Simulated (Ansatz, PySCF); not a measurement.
Process, species as SMILES: [CH3][Ge]([CH3])([Cl])[Cl] + 4 [H][H] (H2) -> 2 C (CH4) + 2 Cl (HCl) + [GeH4] (GeH4)
Geometries: B3LYP-D3(BJ)/def2-TZVP minima from Ansatz (an electronic-structure program). Frequencies are from Ansatz or PySCF.

Property: energy of full hydrogenation (enthalpy at 298 K, with B3LYP-D3(BJ) rigid-rotor harmonic-oscillator terms), in kJ/mol. Valence correlation only, unless marked. Spin-orbit coupling is left out. Frozen are the shells of the preceding noble gas and the d and f shells that filled before the atom's block. Non-relativistic. Basis-set limits of correlation are two-point, X^-3; Hartree-Fock from the larger set.

CCSD(T)/CBS(def2-TZVPPD,def2-QZVPPD) (Ansatz) gives 103.1 kJ/mol.

Q: Another calculation gave 89.6 kJ/mol. Which level was it?
(A) PBE/def2-TZVPD (Ansatz)
(B) wB97M-V/def2-TZVPD (Ansatz)
(C) wB97X/def2-TZVPD (Ansatz)
(D) CAM-B3LYP/def2-TZVPD (Ansatz)

A: B, wB97M-V/def2-TZVPD (Ansatz). The others give 53.0 (CAM-B3LYP), 76.7 (PBE), 65.6 (wB97X) kJ/mol.
